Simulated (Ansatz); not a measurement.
Ansatz (a first-principles code) input for TaSCl3, SMILES [S]=[Ta]([Cl])([Cl])[Cl], multiplicity 1, B3LYP-D3(BJ)/def2-SVP. 

Ansatz 0.2 input:
```yaml
crystal:
  periodic: [false, false, false]
  atoms:
    - {symbol: Ta, position_ang: [-0.00000000, -0.00000000, -0.01359911]}
    - {symbol: S, position_ang: [0.00000004, -0.00000002, -2.24090754]}
    - {symbol: Cl, position_ang: [1.81326837, -1.04689098, 0.72249525]}
    - {symbol: Cl, position_ang: [-1.81326839, -1.04689097, 0.72249519]}
    - {symbol: Cl, position_ang: [-0.00000001, 2.09378198, 0.72249519]}
basis:
  gaussian:
    orbitals: def2-SVP
hamiltonian:
  xc: b3lyp
  dispersion: d3bj
relax: {f_tol: 0.002, max_steps: 200}
```

It prints:

```
WARN ansatz: RAYON_NUM_THREADS=1 ignored (pool sized by the plan → 1); use --threads N
Functional definition: B3LYP
integrals: 0.05 GiB planned
1027 factors; integrals over basis functions are off by at most 1.9e-4 eV
mean field: 0.55 GiB planned
mean field evaluation 1: about -49946.1686 eV, gradient 3.0e1 eV
mean field evaluation 2: about -49895.4346 eV, gradient 1.4e2 eV
mean field evaluation 4: about -49948.7335 eV, gradient 3.7e0 eV
mean field evaluation 8: about -49948.8152 eV, gradient 3.2e-1 eV
mean field evaluation 16: about -49948.8156 eV, gradient 4.1e-5 eV
mean field -49948.81560336 eV, -1835.5851169001 hartree, gradient 3.9e-5 eV, S^2 0.000000; 0 other end points of the search recorded, 0 dependent functions left out
the calculation of the forces begins
reference -49948.81589072 eV, -1835.5851274606 hartree; 40, 40 occupied and 64, 64 virtual orbitals, 1027 factors
relax step   1: F+E_penalty+E_count = -49949.29438029 eV  Δ(F+E_penalty+E_count) = +0.000e0 eV  max|allowed force component| = 3.107e0 eV/Å  Δτ_max = 0.0000 Å  (30 SCF iters, accepted)
these checks for a lower state are left out or cut short: starts, cluster_reference, orbital_swaps, neighbouring_geometries, increment
integrals: 0.05 GiB planned
1027 factors; integrals over basis functions are off by at most 1.2e-4 eV
mean field: 0.55 GiB planned
mean field -49949.05650547 eV, -1835.5939698896 hartree, gradient 1.7e-5 eV, S^2 0.000000; 0 other end points of the search recorded, 0 dependent functions left out
the calculation of the forces begins
reference -49949.05679201 eV, -1835.5939804197 hartree; 40, 40 occupied and 64, 64 virtual orbitals, 1027 factors
relax step   2: F+E_penalty+E_count = -49949.52174618 eV  Δ(F+E_penalty+E_count) = -2.274e-1 eV  max|allowed force component| = 1.204e0 eV/Å  Δτ_max = 0.1031 Å  (36 SCF iters, accepted)
these checks for a lower state are left out or cut short: starts, cluster_reference, orbital_swaps, neighbouring_geometries, increment
integrals: 0.05 GiB planned
1027 factors; integrals over basis functions are off by at most 1.4e-4 eV
mean field: 0.55 GiB planned
mean field evaluation 32: about -49949.0747 eV, gradient 1.8e-5 eV
mean field -49949.07473680 eV, -1835.5946398786 hartree, gradient 1.8e-5 eV, S^2 0.000000; 0 other end points of the search recorded, 0 dependent functions left out
the calculation of the forces begins
reference -49949.07502356 eV, -1835.5946504169 hartree; 40, 40 occupied and 64, 64 virtual orbitals, 1027 factors
relax step   3: F+E_penalty+E_count = -49949.54218903 eV  Δ(F+E_penalty+E_count) = -2.044e-2 eV  max|allowed force component| = 1.294e-1 eV/Å  Δτ_max = 0.0331 Å  (32 SCF iters, accepted)
these checks for a lower state are left out or cut short: starts, cluster_reference, orbital_swaps, neighbouring_geometries, increment
integrals: 0.05 GiB planned
1027 factors; integrals over basis functions are off by at most 1.4e-4 eV
mean field: 0.55 GiB planned
mean field -49949.07474986 eV, -1835.5946403584 hartree, gradient 2.1e-5 eV, S^2 0.000000; 0 other end points of the search recorded, 0 dependent functions left out
the calculation of the forces begins
reference -49949.07503658 eV, -1835.5946508954 hartree; 40, 40 occupied and 64, 64 virtual orbitals, 1027 factors
relax step   4: F+E_penalty+E_count = -49949.54266914 eV  Δ(F+E_penalty+E_count) = -4.801e-4 eV  max|allowed force component| = 4.389e-3 eV/Å  Δτ_max = 0.0059 Å  (33 SCF iters, accepted)
these checks for a lower state are left out or cut short: starts, cluster_reference, orbital_swaps, neighbouring_geometries, increment
integrals: 0.05 GiB planned
1027 factors; integrals over basis functions are off by at most 1.4e-4 eV
mean field: 0.55 GiB planned
mean field -49949.07480353 eV, -1835.5946423309 hartree, gradient 8.2e-5 eV, S^2 0.000000; 0 other end points of the search recorded, 0 dependent functions left out
the calculation of the forces begins
reference -49949.07509027 eV, -1835.5946528682 hartree; 40, 40 occupied and 64, 64 virtual orbitals, 1027 factors
relax step   5: F+E_penalty+E_count = -49949.54267346 eV  Δ(F+E_penalty+E_count) = -4.319e-6 eV  max|allowed force component| = 5.308e-4 eV/Å  Δτ_max = 0.0009 Å  (22 SCF iters, accepted)
integrals: 0.05 GiB planned
1027 factors; integrals over basis functions are off by at most 1.4e-4 eV
mean field: 0.55 GiB planned
mean field -49949.07480353 eV, -1835.5946423309 hartree, gradient 8.2e-5 eV, S^2 0.000000; 1 other end points of the search recorded, 0 dependent functions left out
the calculation of the forces begins
reference -49949.07509027 eV, -1835.5946528682 hartree; 40, 40 occupied and 64, 64 virtual orbitals, 1027 factors
Total energy: -49949.54296019 eV, -1835.6118467709 hartree
Atom 0 at    -0.000026     0.000015    -0.008948 Å, force     0.000053    -0.000030     0.000531 eV/Å
Atom 1 at    -0.000002     0.000001    -2.162506 Å, force    -0.000035     0.000020    -0.000506 eV/Å
Atom 2 at     1.893946    -1.093470     0.694832 Å, force    -0.000145     0.000083     0.000013 eV/Å
Atom 3 at    -1.893964    -1.093533     0.694801 Å, force     0.000117     0.000057    -0.000019 eV/Å
Atom 4 at     0.000045     2.186988     0.694801 Å, force     0.000009    -0.000130    -0.000019 eV/Å
Dipole moment:    -0.000026     0.000015     0.240509 e Å
```

The run converged.
